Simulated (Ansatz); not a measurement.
Ansatz (a first-principles code) input (B3LYP-D3(BJ)/def2-TZVP):

Ansatz 0.2 input:
```yaml
crystal:
  periodic: [false, false, false]
  atoms:
    - {symbol: C, position_ang: [-3.02543732, 0.13852574, -0.44903228]}
    - {symbol: C, position_ang: [-2.09613240, -0.71189960, 0.42364255]}
    - {symbol: C, position_ang: [-0.90916242, -1.22446596, -0.31076959]}
    - {symbol: C, position_ang: [0.46988148, -1.21173654, 0.24273270]}
    - {symbol: C, position_ang: [1.37591072, -0.10739456, -0.31689051]}
    - {symbol: C, position_ang: [2.79633424, -0.17636429, 0.20604354]}
    - {symbol: Cl, position_ang: [0.66780579, 1.52838265, 0.08775792]}
    - {symbol: H, position_ang: [-3.37868525, -0.43060502, -1.31189364]}
    - {symbol: H, position_ang: [-2.50116083, 1.02061872, -0.81872861]}
    - {symbol: H, position_ang: [-3.89999553, 0.46862303, 0.11482368]}
    - {symbol: H, position_ang: [-2.67866635, -1.55235513, 0.83394355]}
    - {symbol: H, position_ang: [-1.76580061, -0.12869708, 1.28710946]}
    - {symbol: H, position_ang: [-1.04947676, -1.58866001, -1.32361772]}
    - {symbol: H, position_ang: [0.98099617, -2.15674698, 0.01568233]}
    - {symbol: H, position_ang: [0.44884826, -1.11443126, 1.33188570]}
    - {symbol: H, position_ang: [1.36179987, -0.13581692, -1.40526535]}
    - {symbol: H, position_ang: [3.40511302, 0.62898736, -0.20258222]}
    - {symbol: H, position_ang: [2.81103771, -0.10284738, 1.29420954]}
    - {symbol: H, position_ang: [3.24492617, -1.13056296, -0.08180994]}
basis:
  gaussian:
    orbitals: def2-TZVP
hamiltonian:
  xc: b3lyp
  dispersion: d3bj
magnetization: {spin_polarized: true, initial_magnetization: 1}
phonons: {temperatures: {t_min: 298.15, t_max: 298.15, t_step: 100}}
```

Output:

```
Functional definition: B3LYP
integrals: 0.31 GiB planned
1871 factors; their error is unknown
0.37 GiB of the device are held for the grids
2.04 GiB of device memory are held for the factors and their scratch space
mean field: 2.44 GiB planned
mean field evaluation 1: about -18925.2809 eV, gradient 6.0e1 eV
mean field evaluation 2: about -18911.4606 eV, gradient 7.8e1 eV
mean field evaluation 4: about -18942.7607 eV, gradient 5.4e0 eV
mean field evaluation 8: about -18942.8923 eV, gradient 1.1e-1 eV
mean field evaluation 16: about -18942.8757 eV, gradient 7.0e-4 eV
mean field -18942.87565035 eV, -696.1378402080 hartree, gradient 4.1e-5 eV, S^2 0.754233; 0 other end points of the search recorded, 0 dependent functions left out
the calculation of the forces begins
reference -18942.87599966 eV, -696.1378530449 hartree; 33, 32 occupied and 262, 263 virtual orbitals, 1871 factors
these checks for a lower state are left out or cut short: stability, starts, cluster_reference, orbital_swaps, neighbouring_geometries, increment
integrals: 0.31 GiB planned
1871 factors; their error is unknown
0.37 GiB of the device are held for the grids
2.04 GiB of device memory are held for the factors and their scratch space
mean field: 2.44 GiB planned
mean field -18942.87541996 eV, -696.1378317415 hartree, gradient 2.3e-6 eV, S^2 0.754233; 0 other end points of the search recorded, 0 dependent functions left out
the calculation of the forces begins
reference -18942.87576934 eV, -696.1378445808 hartree; 33, 32 occupied and 262, 263 virtual orbitals, 1871 factors
these checks for a lower state are left out or cut short: stability, starts, cluster_reference, orbital_swaps, neighbouring_geometries, increment
integrals: 0.31 GiB planned
1871 factors; their error is unknown
0.37 GiB of the device are held for the grids
2.04 GiB of device memory are held for the factors and their scratch space
mean field: 2.44 GiB planned
mean field evaluation 32: about -18942.8756 eV, gradient 6.6e-3 eV
mean field -18942.87556109 eV, -696.1378369280 hartree, gradient 2.3e-6 eV, S^2 0.754234; 0 other end points of the search recorded, 0 dependent functions left out
the calculation of the forces begins
reference -18942.87591034 eV, -696.1378497624 hartree; 33, 32 occupied and 262, 263 virtual orbitals, 1871 factors
these checks for a lower state are left out or cut short: stability, starts, cluster_reference, orbital_swaps, neighbouring_geometries, increment
integrals: 0.31 GiB planned
1871 factors; their error is unknown
0.37 GiB of the device are held for the grids
2.04 GiB of device memory are held for the factors and their scratch space
mean field: 2.44 GiB planned
mean field -18942.87549927 eV, -696.1378346560 hartree, gradient 2.3e-6 eV, S^2 0.754233; 0 other end points of the search recorded, 0 dependent functions left out
the calculation of the forces begins
reference -18942.87584857 eV, -696.1378474924 hartree; 33, 32 occupied and 262, 263 virtual orbitals, 1871 factors
these checks for a lower state are left out or cut short: stability, starts, cluster_reference, orbital_swaps, neighbouring_geometries, increment
integrals: 0.31 GiB planned
1871 factors; their error is unknown
0.37 GiB of the device are held for the grids
2.04 GiB of device memory are held for the factors and their scratch space
mean field: 2.44 GiB planned
mean field -18942.87547957 eV, -696.1378339321 hartree, gradient 2.3e-6 eV, S^2 0.754234; 0 other end points of the search recorded, 0 dependent functions left out
[...]
integrals: 0.31 GiB planned
1871 factors; their error is unknown
0.37 GiB of the device are held for the grids
2.04 GiB of device memory are held for the factors and their scratch space
mean field: 2.44 GiB planned
mean field -18942.87563590 eV, -696.1378396770 hartree, gradient 2.3e-6 eV, S^2 0.754233; 0 other end points of the search recorded, 0 dependent functions left out
the calculation of the forces begins
reference -18942.87598521 eV, -696.1378525139 hartree; 33, 32 occupied and 262, 263 virtual orbitals, 1871 factors
these checks for a lower state are left out or cut short: stability, starts, cluster_reference, orbital_swaps, neighbouring_geometries, increment
integrals: 0.31 GiB planned
1871 factors; their error is unknown
0.37 GiB of the device are held for the grids
2.04 GiB of device memory are held for the factors and their scratch space
mean field: 2.44 GiB planned
mean field -18942.87563618 eV, -696.1378396873 hartree, gradient 2.3e-6 eV, S^2 0.754233; 0 other end points of the search recorded, 0 dependent functions left out
the calculation of the forces begins
reference -18942.87598549 eV, -696.1378525241 hartree; 33, 32 occupied and 262, 263 virtual orbitals, 1871 factors
these checks for a lower state are left out or cut short: stability, starts, cluster_reference, orbital_swaps, neighbouring_geometries, increment
integrals: 0.31 GiB planned
1871 factors; their error is unknown
0.37 GiB of the device are held for the grids
2.04 GiB of device memory are held for the factors and their scratch space
mean field: 2.44 GiB planned
mean field evaluation 768: about -18942.8756 eV, gradient 1.9e-6 eV
mean field -18942.87557039 eV, -696.1378372697 hartree, gradient 2.3e-6 eV, S^2 0.754233; 0 other end points of the search recorded, 0 dependent functions left out
the calculation of the forces begins
reference -18942.87591973 eV, -696.1378501074 hartree; 33, 32 occupied and 262, 263 virtual orbitals, 1871 factors
these checks for a lower state are left out or cut short: stability, starts, cluster_reference, orbital_swaps, neighbouring_geometries, increment
integrals: 0.31 GiB planned
1871 factors; their error is unknown
0.37 GiB of the device are held for the grids
2.04 GiB of device memory are held for the factors and their scratch space
mean field: 2.44 GiB planned
mean field -18942.87552585 eV, -696.1378356328 hartree, gradient 2.3e-6 eV, S^2 0.754233; 0 other end points of the search recorded, 0 dependent functions left out
the calculation of the forces begins
reference -18942.87587513 eV, -696.1378484687 hartree; 33, 32 occupied and 262, 263 virtual orbitals, 1871 factors
these checks for a lower state are left out or cut short: stability, starts, cluster_reference, orbital_swaps, neighbouring_geometries, increment
integrals: 0.31 GiB planned
1871 factors; their error is unknown
0.37 GiB of the device are held for the grids
2.04 GiB of device memory are held for the factors and their scratch space
mean field: 2.44 GiB planned
mean field -18942.87566184 eV, -696.1378406304 hartree, gradient 2.3e-6 eV, S^2 0.754233; 0 other end points of the search recorded, 0 dependent functions left out
the calculation of the forces begins
reference -18942.87601118 eV, -696.1378534683 hartree; 33, 32 occupied and 262, 263 virtual orbitals, 1871 factors
these checks for a lower state are left out or cut short: stability, starts, cluster_reference, orbital_swaps, neighbouring_geometries, increment
integrals: 0.31 GiB planned
1871 factors; their error is unknown
0.37 GiB of the device are held for the grids
2.04 GiB of device memory are held for the factors and their scratch space
mean field: 2.44 GiB planned
mean field -18942.87558001 eV, -696.1378376232 hartree, gradient 2.3e-6 eV, S^2 0.754233; 0 other end points of the search recorded, 0 dependent functions left out
the calculation of the forces begins
reference -18942.87592929 eV, -696.1378504590 hartree; 33, 32 occupied and 262, 263 virtual orbitals, 1871 factors
these checks for a lower state are left out or cut short: stability, starts, cluster_reference, orbital_swaps, neighbouring_geometries, increment
integrals: 0.31 GiB planned
1871 factors; their error is unknown
0.37 GiB of the device are held for the grids
2.04 GiB of device memory are held for the factors and their scratch space
mean field: 2.44 GiB planned
mean field -18942.87555647 eV, -696.1378367579 hartree, gradient 2.3e-6 eV, S^2 0.754233; 0 other end points of the search recorded, 0 dependent functions left out
the calculation of the forces begins
reference -18942.87590573 eV, -696.1378495932 hartree; 33, 32 occupied and 262, 263 virtual orbitals, 1871 factors
these checks for a lower state are left out or cut short: stability, starts, cluster_reference, orbital_swaps, neighbouring_geometries, increment
integrals: 0.31 GiB planned
1871 factors; their error is unknown
0.37 GiB of the device are held for the grids
2.04 GiB of device memory are held for the factors and their scratch space
mean field: 2.44 GiB planned
mean field evaluation 800: about -18942.8748 eV, gradient 5.0e-1 eV
mean field -18942.87558295 eV, -696.1378377311 hartree, gradient 2.3e-6 eV, S^2 0.754233; 0 other end points of the search recorded, 0 dependent functions left out
the calculation of the forces begins
reference -18942.87593229 eV, -696.1378505694 hartree; 33, 32 occupied and 262, 263 virtual orbitals, 1871 factors
these checks for a lower state are left out or cut short: stability, starts, cluster_reference, orbital_swaps, neighbouring_geometries, increment
integrals: 0.31 GiB planned
1871 factors; their error is unknown
0.37 GiB of the device are held for the grids
2.04 GiB of device memory are held for the factors and their scratch space
mean field: 2.44 GiB planned
mean field -18942.87562925 eV, -696.1378394327 hartree, gradient 2.3e-6 eV, S^2 0.754233; 0 other end points of the search recorded, 0 dependent functions left out
the calculation of the forces begins
reference -18942.87597854 eV, -696.1378522688 hartree; 33, 32 occupied and 262, 263 virtual orbitals, 1871 factors
these checks for a lower state are left out or cut short: stability, starts, cluster_reference, orbital_swaps, neighbouring_geometries, increment
integrals: 0.31 GiB planned
1871 factors; their error is unknown
0.37 GiB of the device are held for the grids
2.04 GiB of device memory are held for the factors and their scratch space
mean field: 2.44 GiB planned
mean field -18942.87563119 eV, -696.1378395039 hartree, gradient 2.3e-6 eV, S^2 0.754233; 0 other end points of the search recorded, 0 dependent functions left out
the calculation of the forces begins
reference -18942.87598052 eV, -696.1378523414 hartree; 33, 32 occupied and 262, 263 virtual orbitals, 1871 factors
Total energy: -18943.65675569 eV, -696.1665452998 hartree
Atom 0 at    -3.025437     0.138526    -0.449032 Å, force    -0.000214    -0.000033     0.000486 eV/Å
Atom 1 at    -2.096132    -0.711900     0.423643 Å, force     0.001247     0.000421    -0.000963 eV/Å
Atom 2 at    -0.909162    -1.224466    -0.310770 Å, force    -0.001158    -0.000186    -0.000006 eV/Å
Atom 3 at     0.469881    -1.211737     0.242733 Å, force    -0.000561     0.001836     0.000530 eV/Å
Atom 4 at     1.375911    -0.107395    -0.316891 Å, force     0.001161     0.000680    -0.001014 eV/Å
Atom 5 at     2.796334    -0.176364     0.206044 Å, force     0.000595    -0.001008     0.000032 eV/Å
Atom 6 at     0.667806     1.528383     0.087758 Å, force    -0.001773    -0.000278     0.000521 eV/Å
Atom 7 at    -3.378685    -0.430605    -1.311894 Å, force    -0.000240    -0.000410    -0.000654 eV/Å
Atom 8 at    -2.501161     1.020619    -0.818729 Å, force     0.000567     0.000911    -0.000390 eV/Å
Atom 9 at    -3.899996     0.468623     0.114824 Å, force     0.000067    -0.000210     0.000194 eV/Å
Atom 10 at    -2.678666    -1.552355     0.833944 Å, force    -0.000526    -0.001183     0.000495 eV/Å
Atom 11 at    -1.765801    -0.128697     1.287109 Å, force     0.000220     0.000481     0.000784 eV/Å
Atom 12 at    -1.049477    -1.588660    -1.323618 Å, force    -0.000021     0.000002    -0.000054 eV/Å
Atom 13 at     0.980996    -2.156747     0.015682 Å, force     0.000247     0.000135    -0.000255 eV/Å
Atom 14 at     0.448848    -1.114431     1.331886 Å, force    -0.000006    -0.000218     0.000192 eV/Å
Atom 15 at     1.361800    -0.135817    -1.405265 Å, force     0.000148    -0.000665    -0.000006 eV/Å
Atom 16 at     3.405113     0.628987    -0.202582 Å, force    -0.000105     0.000001    -0.000034 eV/Å
Atom 17 at     2.811038    -0.102847     1.294210 Å, force    -0.000088    -0.000040    -0.000098 eV/Å
Atom 18 at     3.244926    -1.130563    -0.081810 Å, force     0.000441    -0.000236     0.000241 eV/Å
Dipole moment:     0.162488    -0.372208    -0.050177 e Å
Vibrations: 29.11 53.11 84.27 189.69 241.63 247.96 299.94 312.30 347.87 395.43 478.47 506.49 604.41 772.22 841.65 886.42 925.73 1007.02 1012.80 1052.70 1074.07 1108.83 1143.45 1161.66 1219.84 1277.09 1292.82 1303.89 1335.88 1368.69 1405.58 1413.42 1429.73 1468.08 1473.02 1485.93 1496.66 1496.89 1504.85 2931.04 2983.66 3030.23 3035.32 3045.35 3050.07 3085.19 3089.72 3102.02 3103.09 3122.62 3144.44 cm⁻¹, zero-point energy 4.492714 eV
```

It need not be the lowest isomer of its formula.
